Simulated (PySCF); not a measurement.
## C₅H₈F₄Si: full NMR table

```yaml
Formula: C5H8F4Si
SMILES: C=C(C)[SiH2][C@H](F)C(F)(F)F
InChI: InChI=1S/C5H8F4Si/c1-3(2)10-4(6)5(7,8)9/h4H,1,10H2,2H3/t4-/m0/s1
Point_group_of_the_computed_structure: C1
Degrees_of_unsaturation: 1
Carbon_signals: 5
Proton_signals: 6
```

Bonds (- single, = double, # triple, : aromatic): C1=C2, C2-C3, C2-Si4, Si4-C5, C5-F6, C5-C7, C7-F8, C7-F9, C7-F10. C1 carries H11, H12; C3 carries H13, H14, H15; Si4 carries H16, H17; C5 carries H18. Stereochemistry as in C=C(C)[SiH2][C@H](F)C(F)(F)F. H11 is cis to C3; H16 is pro-R; H17 is pro-S; H12 is trans to C3.

PySCF 2.14 calculation with σ from GIAO-PBE0/pcSseg-1 and coordinates at the GFN2-xTB level; relativity neglected, one conformer, rapidly exchanging positions averaged, no solvent.

Chemical shifts δ = σref − σ; $^{1}$H (σref 31.72), $^{13}$C (σref 186.93), $^{29}$Si (σref 349.16) vs TMS; CFCl3 for $^{19}$F (σref 170.95), all at this level.

| carbon | δC, type | δH (multiplicity) | HMBC from (2–3 bonds) | span of the C tensor (ppm) |
| --- | --- | --- | --- | --- |
| C1 | 138.3, CH2 | H11 6.21 (br s); H12 5.85 (br s) | H16, H17, H13/H14/H15 | 210 |
| C2 | 149.4, C | – | H11, H12, H18, H16, H17, H13/H14/H15 | 253 |
| C3 | 28.2, CH3 | 2.20 (s) | H11, H12, H16, H17 | 40 |
| C5 | 91.0, CH | 5.00 (m) | H16, H17 | 76 |
| C7 | 133.9, C | – | H18, H16, H17 | 15 |

Other nuclei:
| atoms | nucleus | environment | δ (ppm) | σ (ppm) |
| --- | --- | --- | --- | --- |
| H16 | $^{1}$H | hydrogen on a silicon bonded to 2 C | 4.70 | 27.02 |
| H17 | $^{1}$H | hydrogen on a silicon bonded to 2 C | 4.42 | 27.29 |
| F8/F9/F10 | $^{19}$F | fluorine of a CF3 group | -87.2 | 258.1 |
| F6 | $^{19}$F | fluorine on an sp3 carbon | -268.5 | 439.4 |
| Si4 | $^{29}$Si | silicon bonded to 2 C, 2 H | -42.0 | 391.2 |

1. Carbon types of the structure: 2 × C, 1 × CH, 1 × CH2, 1 × CH3, leaving 2 H on heteroatoms.
2. δC 149.4: fully substituted alkene carbon; as expected for a trigonal carbon in a double bond.
3. δC 138.3: terminal =CH2 carbon; an sp2 carbon of a C=C bond.
4. δC 133.9: CF3 carbon; 3 electronegative neighbours deshield it.
5. δC 91.0: sp3 CH bonded to F and Si; deshielded by the electronegative neighbour.
6. δH 2.20: hydrogen on an allylic methyl carbon; allylic position.

Splittings by $^{19}$F in the carbon and heteronuclear signals aren't shown, as no couplings were computed. Shifts are as computed. Against solution values, carbons near 30 ppm lie about +3 ppm off and those near 130 ppm about +5 ppm. Of 1211 compounds with measured shifts, 218 miss one by over three times the rms of a fit or turn the order of signals round; such compounds aren't used in these exercises. Unscaled 19F shifts against computed CFCl3 carry errors that often reach 10 to 50 ppm. No couplings were computed; multiplicities are counted from neighbouring protons, with m where these are inequivalent, close in shift, in a saturated or five-membered ring or joined by F or P, and br s for small geminal =CH2 splittings.
